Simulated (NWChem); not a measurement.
# Atomisation of GaO

```
Ga
O 1 1.7193
```
Charge 0, spin multiplicity 2.

Program: NWChem. Structure: optimised with UB3LYP/def2-SVP, a minimum by its harmonic frequencies.

Basis set: def2-TZVP. The atomisation energy is electronic alone: no zero-point, thermal, spin-orbit or counterpoise terms. No value is extrapolated to the basis-set limit. Free atoms are single determinants with multiplicities Ga 2, O 3. Correlated methods freeze the same cores in atoms and molecule, 10 orbitals in all.

The cost column gives rough processor time relative to LDA (SVWN5); each entry includes its own SCF. Costs are the molecule's.

The Hamiltonian is non-relativistic. B3LYP has NWChem's definition, with VWN1-RPA local correlation. The structure started from a generated list of species. The unpaired electrons of the parent sit in orbitals of symmetry a1 (C2v labels of the run); other states weren't searched. The stability of the SCF solutions was not checked. Open-shell Hartree-Fock references start from PBE0 orbitals; any time given for them includes that run. No row is a measurement; the coupled-cluster row has its own basis-set and correlation limits.

| method | atomisation energy (kcal/mol) | relative cost | remark |
|---|---|---|---|
| PBE | ___ | under 3 | - |
| MP2 | 91.3 | 4 | - |
| PBE0 | 96.0 | under 3 | - |
| LDA (SVWN5) | 131.7 | 1 | - |
| CCSD(T) | 95.4 | 10 | large amplitudes |
| HF | 38.5 | under 3 | - |
| BHandHLYP | 82.3 | under 3 | - |
| BLYP | 106.9 | under 3 | - |
| B3LYP | 97.9 | under 3 | - |
| TPSS | ___ | under 3 | - |

**Question.** Some entries are withheld; supply them.

**Answer.** 
- PBE, atomisation energy (kcal/mol): 110.6
- TPSS, atomisation energy (kcal/mol): 104.5
